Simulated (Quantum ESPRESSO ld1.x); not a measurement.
Problem. The aim is neutral tellurium in [Kr] 4d10 5s2 5p4. What will ld1.x (Quantum ESPRESSO 7.5) do with this input?

```
 &input
    zed=52.0,
    iswitch=1,
    rel=1,
    lsd=1,
    dft='PZ',
    config='[Kr] 4d10 5s2 5p4',
    verbosity='high',
    tr2=1e-3,
    prefix='ld1',
    max_out_wfc=37,
    file_charge='ld1.rho',
 /
```

Solution. Inaccurate. The cycle stops early, after 7 iterations, and the energy is off by +0.044 hartree against the sound run.

Output (excerpt):

```
     Program LD1 v.7.5 starts

     --------------------------- All-electron run ----------------------------

     scalar relativistic calculation

     atomic number is 52.00
     dft =PZ   lsd =1 sic =0 latt =0  beta=0.20 tr2=1.0E-03
     Exchange-correlation= PZ
                           (   1   1   0   0   0   0   0)
     mesh =2071 r(mesh) = 100.35925 a.u. xmin = -8.00 dx = 0.00800
     1 Ry =  13.60569312 eV, c = 137.03599908

     n l     nl                  e(Ry)          e(Ha)          e(eV)
     1 0     1S 1( 1.00)   -2322.066518781   -1161.033259390 -31593.3244657
     2 0     2S 1( 1.00)    -356.148526412    -178.074263206  -4845.6475566
     2 1     2P 1( 3.00)    -319.894202082    -159.947101041  -4352.3823454
     3 0     3S 1( 1.00)     -70.834323814     -35.417161907   -963.7500724
     3 1     3P 1( 3.00)     -59.048500400     -29.524250200   -803.3957758
     4 0     4S 1( 1.00)     -12.052933353      -6.026466676   -163.9885124
     4 1     4P 1( 3.00)      -8.393177047      -4.196588523   -114.1949912
     3 2     3D 1( 5.00)     -41.174998295     -20.587499147   -560.2143911
     4 2     4D 1( 5.00)      -3.067745495      -1.533872747    -41.7388038
     5 0     5S 1( 1.00)      -1.159485264      -0.579742632    -15.7756007
     5 1     5P 1( 3.00)      -0.479768480      -0.239884240     -6.5275827
     1 0     1S 2( 1.00)   -2322.062370291   -1161.031185145 -31593.2680226
     2 0     2S 2( 1.00)    -356.146303975    -178.073151988  -4845.6173188
     2 1     2P 2( 3.00)    -319.890881266    -159.945440633  -4352.3371633
     3 0     3S 2( 1.00)     -70.830598191     -35.415299095   -963.6993827
     3 1     3P 2( 3.00)     -59.044440397     -29.522220198   -803.3405367
     4 0     4S 2( 1.00)     -12.044792817      -6.022396409   -163.8777548
     4 1     4P 2( 3.00)      -8.384081663      -4.192040832   -114.0712422
     3 2     3D 2( 5.00)     -41.171183910     -20.585591955   -560.1624938
     4 2     4D 2( 5.00)      -3.052278168      -1.526139084    -41.5283601
     5 0     5S 2( 1.00)      -1.087202154      -0.543601077    -14.7921389
     5 1     5P 2( 1.00)      -0.408916648      -0.204458324     -5.5635944

     final scf error:  2.7E-05 reached in   7 iterations

     Etot =  -13577.644930 Ry,   -6788.822465 Ha, -184733.270253 eV
     Total magnetization:    2.00 Bohr mag.

     Ekin =   14222.627175 Ry,    7111.313588 Ha,  193508.700747 eV
     Encl =  -32856.474510 Ry,  -16428.237255 Ha, -447035.109287 eV
     Eh   =    5395.922819 Ry,    2697.961409 Ha,   73415.269987 eV
     Exc  =    -339.720414 Ry,    -169.860207 Ha,   -4622.131699 eV
```

Run on one thread of a shared host, so times are rough (Intel(R) Xeon(R) Processor @ 2.60GHz): 0.59 s of CPU time, 1.2 s wall, 7 iterations on 2071 mesh points.
